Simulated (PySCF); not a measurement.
Species: C8H13OP.
SMILES with atom numbers: `[CH3:1][CH:2]([CH3:3])[P:4]([CH3:5])[c:6]1[cH:7][cH:8][cH:9][o:10]1`

NICS = −σ at a ghost point: NICS(0) at the centroid of the ring atoms, NICS(1) 1 Å to either side along the normal of their mean plane, zz for the tensor component along that normal. Level: GIAO PBE0/pcSseg-1 (PySCF, non-relativistic, gas phase) on the GFN2-xTB geometry, one conformer.

Ring bond lengths (Å), with Mayer bond orders in brackets: C6–C7 1.367 (1.58), C7–C8 1.414 (1.27), C8–C9 1.361 (1.59), C9–O10 1.340 (1.10), O10–C6 1.354 (1.00).

Give the NICS values of each ring in ppm.

```
           ring                                               type  NICS(0)  NICS(1), two faces  NICS(1)zz, two faces  rms pucker (Å)  centre to ring atoms, mean (Å)
C6–C7–C8–C9–O10  5-membered ring with O; formal bonds all aromatic    -11.2       -10.2 / -10.1         -26.2 / -26.0            0.00                            1.16
```

What do they say, and how far can they be read as aromaticity?

- C6–C7–C8–C9–O10: mean NICS(1)zz -26.1 ppm, shielded, aromatic by this magnetic criterion (flat ring, no four-coordinate atom).

How equal are the bonds by HOMA? HOMA = 1 − mean of α(R − Ropt)² over the ring bonds, with Krygowski's 1993 parameters (CC: Ropt 1.388 Å, α 257.7 Å⁻²; CO: Ropt 1.265 Å, α 157.38 Å⁻²).

- C6–C7–C8–C9–O10: HOMA 0.48; the largest term is that of O10–C6, α(R − Ropt)² = 1.24.

At the first NICS(1) probe listed for ring C6–C7–C8–C9–O10, 1 Å off the ring, how large is the induced field along the normal in 14.1 T applied along it?

NICSzz × B0 = -26.2 ppm × 14.1 T = -369 μT, against the applied field.

Rough CPU time on one thread of a shared machine: about 3 min (grids of density and orbitals included). This is the whole shielding run at PBE0/pcSseg-1, SCF included.

Shape of the structure used: `[CH3:1][CH:2]([CH3:3])[P:4]([CH3:5])[c:6]1[cH:7][cH:8][cH:9][o:10]1`: C1–C2–P4–C5 -73°, C2–P4–C6–C7 -129°.
